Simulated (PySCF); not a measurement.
PySCF input file for Bi(Cl)(Me)2 (C2H6BiCl), SMILES [Cl][Bi]([CH3])[CH3], TDA-LC-ωPBE/def2-SVPD. The structure is a stationary point at B3LYP-D3(BJ)/def2-SVP. The structure was generated by enumeration; whether it is a known compound was not checked. The def2 effective core potentials stand for the cores of Bi; spin–orbit coupling is left out.

```python
import numpy as np
from pyscf import gto, scf, dft, tdscf

mol = gto.M(
    atom='''
    Bi    0.26388032    0.33137306    0.00000000
    Cl   -2.16884525   -0.29791438   -0.00000000
    C     0.80511638   -1.16779853    1.64317950
    H     1.87686691   -1.40728645    1.57316591
    H     0.19976028   -2.06847036    1.47592106
    H     0.57682582   -0.73716184    2.62757212
    C     0.80511639   -1.16779853   -1.64317951
    H     0.57682582   -0.73716185   -2.62757213
    H     0.19976028   -2.06847036   -1.47592107
    H     1.87686691   -1.40728645   -1.57316590
    ''',
    basis='def2-SVPD',
    ecp={'Bi': 'def2-svp'},
    charge=0,
    spin=0,
    symmetry=True,
    max_memory=1600,
    verbose=4,
)
mf = dft.RKS(mol, xc='lc_wpbe').density_fit(auxbasis='def2-universal-jkfit')
mf.grids.level = 3
mf.conv_tol = 1e-9
mf.max_cycle = 100
mf.kernel()
mf.grids = dft.Grids(mol).set(level=1).build(with_non0tab=True)  # coarser grid for the response kernel
td = tdscf.TDA(mf)
td.singlet = True
td.nstates = 10
td.conv_tol = 1e-4
td.positive_eig_threshold = 1e-6
td.kernel(x0=td.get_init_guess(mf, 15))
td.analyze()
tt = tdscf.TDA(mf)
tt.singlet = False
tt.nstates = 4
tt.conv_tol = 1e-4
tt.positive_eig_threshold = 1e-6
tt.kernel(x0=tt.get_init_guess(mf, 9))
tt.analyze(verbose=3)
```

Output:

```
PySCF version 2.14.0

[INPUT] verbose = 4
[INPUT] num. atoms = 10
[INPUT] num. electrons = 58
[INPUT] charge = 0
[INPUT] spin (= nelec alpha-beta = 2S) = 0
[INPUT] symmetry True subgroup None
[INPUT] Mole.unit = angstrom
[INPUT] Symbol           X                Y                Z      unit          X                Y                Z       unit  Magmom
[INPUT]  1 Bi     0.263880320000   0.331373060000   0.000000000000 AA    0.498661534463   0.626204328459   0.000000000000 Bohr   0.0
[INPUT]  2 Cl    -2.168845250000  -0.297914380000   0.000000000000 AA   -4.098523529064  -0.562976586770   0.000000000000 Bohr   0.0
[INPUT]  3 C      0.805116380000  -1.167798530000   1.643179500000 AA    1.521449456601  -2.206819390370   3.105159228500 Bohr   0.0
[INPUT]  4 H      1.876866910000  -1.407286450000   1.573165910000 AA    3.546764432159  -2.659385969311   2.972852718402 Bohr   0.0
[INPUT]  5 H      0.199760280000  -2.068470360000   1.475921060000 AA    0.377492219766  -3.908842477180   2.789086584878 Bohr   0.0
[INPUT]  6 H      0.576825820000  -0.737161840000   2.627572120000 AA    1.090042821378  -1.393033987080   4.965391679343 Bohr   0.0
[INPUT]  7 C      0.805116390000  -1.167798530000  -1.643179510000 AA    1.521449475499  -2.206819390370  -3.105159247397 Bohr   0.0
[INPUT]  8 H      0.576825820000  -0.737161850000  -2.627572130000 AA    1.090042821378  -1.393034005978  -4.965391698240 Bohr   0.0
[INPUT]  9 H      0.199760280000  -2.068470360000  -1.475921070000 AA    0.377492219766  -3.908842477180  -2.789086603775 Bohr   0.0
[INPUT] 10 H      1.876866910000  -1.407286450000  -1.573165900000 AA    3.546764432159  -2.659385969311  -2.972852699505 Bohr   0.0

nuclear repulsion = 248.195627656108
point group symmetry = Cs
symmetry origin: [-8.00731417e-10 -2.40219428e-09 -1.12102396e-09]
symmetry axis x: [ 1.00000000e+00  1.50554650e-09 -2.96716467e-09]
symmetry axis y: [-1.50554652e-09  1.00000000e+00 -7.39341410e-09]
symmetry axis z: [2.96716466e-09 7.39341386e-09 1.00000000e+00]
num. orbitals of irrep A' = 85
num. orbitals of irrep A" = 62
number of shells = 63
number of NR pGTOs = 232
number of NR cGTOs = 147
basis = def2-SVPD
ecp = {'Bi': 'def2-svp'}


******** <class 'pyscf.df.df_jk.DFSymAdaptedRKS'> ********
method = DFSymAdaptedRKS
initial guess = minao
damping factor = 0
level_shift factor = 0
DIIS = <class 'pyscf.scf.diis.CDIIS'>
diis_start_cycle = 1
diis_space = 8
diis_damp = 0
SCF conv_tol = 1e-09
SCF conv_tol_grad = None
SCF max_cycles = 100
direct_scf = False
XC library pyscf.dft.libxc version 7.1.2
    S. Lehtola, C. Steigemann, M. J. T. Oliveira, and M. A. L. Marques,  SoftwareX 7, 1–5 (2018)
XC functionals = lc_wpbe
    O. A. Vydrov and G. E. Scuseria,  J. Chem. Phys. 125, 234109 (2006)
radial grids:
    Treutler-Ahlrichs [JCP 102, 346 (1995); DOI:10.1063/1.469408] (M4) radial grids

becke partition: Becke, JCP 88, 2547 (1988); DOI:10.1063/1.454033
pruning grids: <function nwchem_prune>
grids dens level: 3
symmetrized grids: True
atomic radii adjust function: <function treutler_atomic_radii_adjust>
small_rho_cutoff = 0
Freeze 0 electrons in irreps []
    58 free electrons in irreps A' A"
Set gradient conv threshold to 3.16228e-05
Initial guess from minao.
tot grids = 129408
Create RSH-DF object <pyscf.df.df.DF object> for omega=0.4
******** <class 'pyscf.df.df.DF'> ********
auxbasis = auxmol.basis = def2-universal-jkfit
init E= -727.048162858463
HOMO (A") = -0.745520813359514  LUMO (A') = -0.613314194187367  gap/eV = 3.59753
cycle= 1 E= -753.137813380955  delta_E= -26.1  |g|=  2.1  |ddm|=   14
HOMO (A') = -0.0624193439644856  LUMO (A') = 0.0627920434318675  gap/eV = 3.40718
cycle= 2 E= -753.752634441952  delta_E= -0.615  |g|= 1.66  |ddm|= 8.24
HOMO (A') = -0.308837816100535  LUMO (A') = 0.0259508547776203  gap/eV = 9.11006
cycle= 3 E= -754.343842652593  delta_E= -0.591  |g|= 0.107  |ddm|= 2.76
HOMO (A') = -0.360467252636475  LUMO (A') = 0.00717296029818849  gap/eV = 10.00400
cycle= 4 E= -754.347816011301  delta_E= -0.00397  |g|= 0.0605  |ddm|= 0.352
HOMO (A') = -0.355742184025075  LUMO (A') = 0.0105396245524071  gap/eV = 9.96704
cycle= 5 E= -754.348865294384  delta_E= -0.00105  |g|= 0.0132  |ddm|= 0.0964
HOMO (A') = -0.356036286163921  LUMO (A') = 0.0116830188560785  gap/eV = 10.00615
cycle= 6 E= -754.348972689206  delta_E= -0.000107  |g|= 0.00446  |ddm|= 0.0482
HOMO (A') = -0.356179605302515  LUMO (A') = 0.0115116258324958  gap/eV = 10.00539
cycle= 7 E= -754.348983264485  delta_E= -1.06e-05  |g|= 0.00124  |ddm|= 0.0137
HOMO (A') = -0.356297733508896  LUMO (A') = 0.0114345351127047  gap/eV = 10.00650
cycle= 8 E= -754.348984278117  delta_E= -1.01e-06  |g|= 0.00028  |ddm|= 0.00446
HOMO (A') = -0.356327257767184  LUMO (A') = 0.0114146078778528  gap/eV = 10.00677
cycle= 9 E= -754.348984338988  delta_E= -6.09e-08  |g|= 8.83e-05  |ddm|= 0.000949
HOMO (A') = -0.356322778858733  LUMO (A') = 0.0114184215238492  gap/eV = 10.00675
cycle= 10 E= -754.34898434837  delta_E= -9.38e-09  |g|= 1.86e-05  |ddm|= 0.000265
HOMO (A') = -0.356325495945917  LUMO (A') = 0.0114152252378286  gap/eV = 10.00673
cycle= 11 E= -754.348984348685  delta_E= -3.15e-10  |g|= 3.72e-06  |ddm|= 8.43e-05
HOMO (A') = -0.356325473248148  LUMO (A') = 0.01141508784582  gap/eV = 10.00673
Extra cycle  E= -754.348984348694  delta_E= -9.21e-12  |g|= 1.43e-06  |ddm|= 1.2e-05
converged SCF energy = -754.348984348694
tot grids = 40264
Overwritten attributes  positive_eig_threshold  of <class 'pyscf.tdscf.rks.TDA'>


******** <class 'pyscf.tdscf.rks.TDA'> for <class 'pyscf.df.df_jk.DFSymAdaptedRKS'> ********
nstates = 10 singlet
deg_eia_thresh = 1.000e-03
wfnsym = None
conv_tol = 0.0001
eigh lindep = 1e-12
eigh level_shift = 0
eigh max_cycle = 100


Excitation energies (eV)
[4.66391742 5.42355771 6.3067374  6.37467132 6.58403678 6.70590717
 7.51667704 7.84745337 7.89173991 7.92787117]

** Singlet excitation energies and oscillator strengths **
Excited State   1:   A'      4.66392 eV    265.84 nm  f=0.0426
      29 -> 30       -0.68985
Excited State   2:   A"      5.42356 eV    228.60 nm  f=0.0020
      28 -> 30       -0.68883
Excited State   3:   A'      6.30674 eV    196.59 nm  f=0.0223
      25 -> 30       -0.15403
      27 -> 30       -0.66042
Excited State   4:   A"      6.37467 eV    194.50 nm  f=0.1295
      26 -> 30        0.26004
      28 -> 32        0.13032
      29 -> 31        0.60583
      29 -> 35       -0.10386
Excited State   5:   A"      6.58404 eV    188.31 nm  f=0.0515
      26 -> 30        0.63116
      29 -> 31       -0.25986
Excited State   6:   A'      6.70591 eV    184.89 nm  f=0.1195
      28 -> 31        0.24464
      29 -> 32        0.62491
Excited State   7:   A'      7.51668 eV    164.95 nm  f=0.2033
      25 -> 30       -0.29521
      28 -> 31       -0.57248
      29 -> 32        0.20800
Excited State   8:   A'      7.84745 eV    157.99 nm  f=0.0821
      25 -> 30        0.22858
      26 -> 31        0.12463
      27 -> 30       -0.10764
      29 -> 32        0.10837
      29 -> 33        0.59558
Excited State   9:   A'      7.89174 eV    157.11 nm  f=0.7360
      25 -> 30       -0.43810
      25 -> 33        0.12153
      26 -> 31       -0.23573
      27 -> 30        0.10157
      27 -> 32       -0.10920
      28 -> 31        0.23115
      29 -> 32       -0.12296
      29 -> 33        0.30025
Excited State  10:   A"      7.92787 eV    156.39 nm  f=0.2683
      27 -> 31       -0.11310
      28 -> 32       -0.61885
      29 -> 31        0.15770

** Transition electric dipole moments (AU) **
state          X           Y           Z        Dip. S.      Osc.
  1        -0.5648     -0.2329     -0.0000      0.3732      0.0426
  2        -0.0000      0.0000      0.1217      0.0148      0.0020
  3        -0.3777      0.0437      0.0000      0.1446      0.0223
  4         0.0000     -0.0000      0.9107      0.8294      0.1295
  5         0.0000      0.0000     -0.5649      0.3191      0.0515
  6        -0.0435      0.8518      0.0000      0.7275      0.1195
  7         0.1938      1.0328      0.0000      1.1042      0.2033
  8        -0.6095     -0.2354      0.0000      0.4269      0.0821
  9         1.7106     -0.9382     -0.0000      3.8064      0.7360
 10        -0.0000      0.0000      1.1754      1.3816      0.2683

WARN: ECP detected. Skipping calculation of transition velocity and magnetic dipole moments, which have not yet been implemented.



******** <class 'pyscf.tdscf.rks.TDA'> for <class 'pyscf.df.df_jk.DFSymAdaptedRKS'> ********
nstates = 4 triplet
deg_eia_thresh = 1.000e-03
wfnsym = None
conv_tol = 0.0001
eigh lindep = 1e-12
eigh level_shift = 0
eigh max_cycle = 100


Excitation energies (eV)
[3.87232771 5.0020623  5.04226083 5.4346906 ]

** Triplet excitation energies and oscillator strengths **
Excited State   1:   A'      3.87233 eV    320.18 nm  f=0.0000
Excited State   2:   A"      5.00206 eV    247.87 nm  f=0.0000
Excited State   3:   A"      5.04226 eV    245.89 nm  f=0.0000
Excited State   4:   A'      5.43469 eV    228.13 nm  f=0.0000
```

The calculation finished and met its thresholds.
